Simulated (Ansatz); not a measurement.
`FC[SiH2][SeH]` + `[NH2][AlH2]` → `[NH2][AlH][SeH]` + `FC[SiH3]`  (formal exchange of groups at the Se–Si bond)

Computed with Ansatz on PBE0-D4/def2-TZVP structures; ΔE is electronic, products minus reactants. CBS: MP2 limit from def2 TZ/QZ plus the TZ coupled-cluster correction, frozen cores. This one scheme is used for every species. For Se outer-core shells are correlated without core-valence functions, which leaves a few kJ/mol of doubt a bond. Scalar relativity is left out up to krypton. Each species was taken in one conformer, which may not be the lowest.

```csv
species,CCSD(T)/CBS(def2) energy (Eh)
`FC[SiH2][SeH]`,-2830.64501
`[NH2][AlH2]`,-299.14566
`[NH2][AlH][SeH]`,-2699.90849
`FC[SiH3]`,-429.90570
```

(1) Work out ΔE.

(2) What do rigid-rotor, harmonic-oscillator terms from PBE0-D4/def2-TZVP frequencies (298.15 K, 1 bar) make of the CCSD(T)/CBS value? (Estimate.)

Largest T1 diagnostic among the species: 0.011.

Results:

(1) ΔE = (-2699.90849) + (-429.90570) − (-2830.64501) − (-299.14566) = -0.02352 Eh = -61.8 kJ/mol.

(2) Ansatz gave: ΔZPE = +2.9 kJ/mol, ΔH = -58.9 kJ/mol, ΔS = 8 J/(mol·K), ΔG = -61.5 kJ/mol.

The D4 term adds +3.2 kJ/mol with B3LYP and +1.7 kJ/mol with PBE0; it sums over pairs of atoms, weighted by their polarisabilities, and B3LYP, whose exchange is more repulsive, gets the larger term. Leaving LDA and LC-ωPBE aside and taking each functional with its dispersion term where it has one, the values, not all of them listed here, spread over 13.7 kJ/mol, from r2SCAN0-D4 to B97M-V. At CCSD(T), def2-SVP lies −3.3 kJ/mol from the extrapolated value and def2-TZVPP −1.1 kJ/mol.

B3LYP here is the variant with VWN-RPA as its local correlation; programs differ in this.
